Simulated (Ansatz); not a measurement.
Born–Oppenheimer molecular dynamics of Cl₂GeH₄S (8 atoms, charge 0, multiplicity 1). It starts at the highest image of a converged band. Of that band: Neighbouring images differ by up to 2.0 eV, so the band resolves the path poorly. A vibrational analysis at the climbing image gives one clearly imaginary mode, 1433i cm⁻¹: a first-order saddle point.

Theory: RKS PBE0-D4/def2-SVP in Ansatz.

```
ensemble                      : NVE (velocity Verlet)
time step                     : 0.5 fs
steps asked                   : 200
starting velocities drawn for : 300 K
seed                          : 10027
```

Frames 0.5 fs apart, positions in Å, forces in eV/Å.

Velocities at 30.0 fs (Å/ps):

```
Ge 2.15 4.85 -0.40
H -75.94 -20.67 60.22
Cl 0.26 -0.41 -1.03
Cl -0.14 -2.86 0.12
H -3.94 27.48 32.71
S -0.37 -7.69 -3.58
H 5.18 28.89 17.41
H -72.92 -25.56 64.52
```

```xyz
8
Properties=species:S:1:pos:R:3:forces:R:3 time_fs=30.0 energy_less_start_eV=-1.210 T=1861
Ge 0.323 0.170 -0.049 1.47 2.89 1.32
H -1.531 0.072 2.510 -0.77 -0.64 0.19
Cl 2.327 -0.422 -0.569 -0.31 -0.67 -0.63
Cl -0.844 1.462 -1.344 0.24 -0.70 -0.08
H -0.524 -0.950 0.557 0.11 -0.03 -0.16
S 1.282 2.175 1.145 -1.18 -1.36 -0.33
H 2.180 1.627 2.011 -0.25 -0.23 -0.31
H -0.987 0.558 2.416 0.69 0.74 0.00
8
Properties=species:S:1:pos:R:3:forces:R:3 time_fs=30.5 energy_less_start_eV=-1.225 T=1880
Ge 0.324 0.172 -0.049 1.49 2.86 1.38
H -1.570 0.061 2.540 -0.72 -0.59 0.17
Cl 2.327 -0.422 -0.570 -0.32 -0.68 -0.64
Cl -0.844 1.460 -1.344 0.23 -0.68 -0.09
H -0.526 -0.937 0.573 0.11 -0.04 -0.17
S 1.281 2.171 1.143 -1.17 -1.30 -0.32
H 2.183 1.641 2.019 -0.27 -0.26 -0.33
H -1.023 0.546 2.448 0.65 0.69 0.00
8
Properties=species:S:1:pos:R:3:forces:R:3 time_fs=31.0 energy_less_start_eV=-1.243 T=1902
Ge 0.325 0.175 -0.049 1.50 2.84 1.43
H -1.611 0.048 2.571 -0.53 -0.43 0.13
Cl 2.327 -0.422 -0.570 -0.32 -0.69 -0.65
Cl -0.844 1.459 -1.344 0.23 -0.67 -0.10
H -0.528 -0.923 0.589 0.11 -0.05 -0.18
S 1.281 2.167 1.141 -1.17 -1.23 -0.30
H 2.184 1.655 2.026 -0.29 -0.29 -0.35
H -1.057 0.536 2.480 0.47 0.52 0.02
8
Properties=species:S:1:pos:R:3:forces:R:3 time_fs=31.5 energy_less_start_eV=-1.260 T=1924
Ge 0.326 0.177 -0.049 1.51 2.81 1.48
H -1.653 0.035 2.602 -0.25 -0.19 0.08
Cl 2.327 -0.422 -0.571 -0.33 -0.70 -0.65
Cl -0.844 1.457 -1.344 0.22 -0.65 -0.11
H -0.529 -0.910 0.604 0.12 -0.06 -0.19
S 1.281 2.163 1.139 -1.18 -1.15 -0.30
H 2.185 1.668 2.033 -0.30 -0.32 -0.36
H -1.090 0.527 2.513 0.21 0.28 0.05
8
Properties=species:S:1:pos:R:3:forces:R:3 time_fs=32.0 energy_less_start_eV=-1.272 T=1940
Ge 0.328 0.180 -0.049 1.52 2.77 1.53
H -1.695 0.021 2.633 0.05 0.07 0.03
Cl 2.327 -0.423 -0.572 -0.34 -0.71 -0.66
Cl -0.844 1.456 -1.344 0.22 -0.64 -0.12
H -0.530 -0.896 0.619 0.12 -0.07 -0.20
S 1.280 2.159 1.137 -1.18 -1.07 -0.30
H 2.185 1.680 2.039 -0.30 -0.36 -0.36
H -1.122 0.518 2.545 -0.09 0.01 0.09
8
Properties=species:S:1:pos:R:3:forces:R:3 time_fs=32.5 energy_less_start_eV=-1.281 T=1952
Ge 0.329 0.183 -0.049 1.53 2.74 1.58
H -1.738 0.007 2.664 0.32 0.30 -0.01
Cl 2.327 -0.423 -0.572 -0.34 -0.72 -0.66
Cl -0.844 1.454 -1.344 0.21 -0.62 -0.14
H -0.531 -0.883 0.633 0.12 -0.08 -0.21
S 1.280 2.155 1.135 -1.20 -0.99 -0.31
H 2.185 1.691 2.044 -0.29 -0.40 -0.36
H -1.155 0.510 2.578 -0.35 -0.23 0.12
8
Properties=species:S:1:pos:R:3:forces:R:3 time_fs=33.0 energy_less_start_eV=-1.287 T=1960
Ge 0.330 0.186 -0.049 1.53 2.70 1.63
H -1.779 -0.006 2.696 0.53 0.48 -0.05
Cl 2.327 -0.424 -0.573 -0.34 -0.73 -0.67
Cl -0.844 1.452 -1.344 0.20 -0.60 -0.15
H -0.531 -0.870 0.647 0.12 -0.09 -0.22
S 1.279 2.150 1.133 -1.22 -0.91 -0.33
H 2.184 1.701 2.048 -0.27 -0.44 -0.34
H -1.188 0.501 2.611 -0.55 -0.40 0.14
8
Properties=species:S:1:pos:R:3:forces:R:3 time_fs=33.5 energy_less_start_eV=-1.294 T=1969
Ge 0.332 0.189 -0.049 1.54 2.66 1.67
H -1.819 -0.018 2.727 0.66 0.58 -0.07
Cl 2.327 -0.424 -0.574 -0.35 -0.74 -0.68
Cl -0.844 1.450 -1.344 0.20 -0.58 -0.16
H -0.531 -0.857 0.660 0.12 -0.10 -0.23
S 1.278 2.146 1.131 -1.25 -0.82 -0.35
H 2.182 1.711 2.051 -0.25 -0.48 -0.32
H -1.223 0.491 2.644 -0.67 -0.51 0.14
8
Properties=species:S:1:pos:R:3:forces:R:3 time_fs=34.0 energy_less_start_eV=-1.305 T=1983
Ge 0.333 0.192 -0.049 1.54 2.62 1.71
H -1.858 -0.029 2.758 0.69 0.60 -0.07
Cl 2.327 -0.425 -0.575 -0.35 -0.75 -0.68
Cl -0.844 1.449 -1.344 0.19 -0.57 -0.18
H -0.531 -0.845 0.673 0.12 -0.11 -0.24
S 1.277 2.142 1.130 -1.28 -0.73 -0.38
H 2.179 1.719 2.054 -0.22 -0.52 -0.29
H -1.260 0.480 2.677 -0.70 -0.54 0.13
8
Properties=species:S:1:pos:R:3:forces:R:3 time_fs=34.5 energy_less_start_eV=-1.319 T=2001
Ge 0.335 0.195 -0.049 1.55 2.58 1.75
H -1.895 -0.038 2.789 0.63 0.54 -0.06
Cl 2.327 -0.425 -0.576 -0.35 -0.76 -0.68
Cl -0.844 1.447 -1.344 0.18 -0.55 -0.20
H -0.531 -0.833 0.685 0.12 -0.12 -0.25
S 1.276 2.137 1.128 -1.31 -0.64 -0.42
H 2.177 1.726 2.056 -0.18 -0.56 -0.26
H -1.298 0.468 2.711 -0.63 -0.48 0.12
8
Properties=species:S:1:pos:R:3:forces:R:3 time_fs=35.0 energy_less_start_eV=-1.337 T=2023
Ge 0.336 0.199 -0.048 1.55 2.53 1.78
H -1.931 -0.046 2.819 0.47 0.40 -0.04
Cl 2.327 -0.426 -0.577 -0.35 -0.77 -0.69
Cl -0.844 1.445 -1.344 0.17 -0.53 -0.21
H -0.530 -0.821 0.697 0.12 -0.13 -0.25
S 1.275 2.132 1.125 -1.34 -0.56 -0.45
H 2.173 1.731 2.057 -0.14 -0.60 -0.22
H -1.337 0.455 2.746 -0.47 -0.35 0.09
8
Properties=species:S:1:pos:R:3:forces:R:3 time_fs=35.5 energy_less_start_eV=-1.354 T=2046
Ge 0.338 0.202 -0.048 1.55 2.49 1.82
H -1.966 -0.053 2.850 0.23 0.20 -0.02
Cl 2.327 -0.427 -0.578 -0.35 -0.78 -0.69
Cl -0.844 1.443 -1.344 0.15 -0.51 -0.23
H -0.529 -0.809 0.708 0.12 -0.14 -0.26
S 1.274 2.128 1.123 -1.37 -0.47 -0.49
H 2.170 1.735 2.058 -0.10 -0.64 -0.18
H -1.378 0.440 2.780 -0.23 -0.15 0.05
```

Of the whole run (100 fs, mean temperature of the second half 2535 K): The conserved energy stayed within 0.075 meV per atom of its start (net change -0.032 meV per atom), so the integration is sound. The system heated up, since it started high on the potential surface and ran downhill. A run of 0.1 ps of so small a system gives no equilibrium averages. The orbitals stay closed-shell, which can raise the energy where a bond breaks towards radicals; this wasn't checked here.

Time of the run: 5.4 min on 2 threads of Intel(R) Xeon(R) 6975P-C (Granite Rapids), on a shared host, peak memory 0.28 GiB.
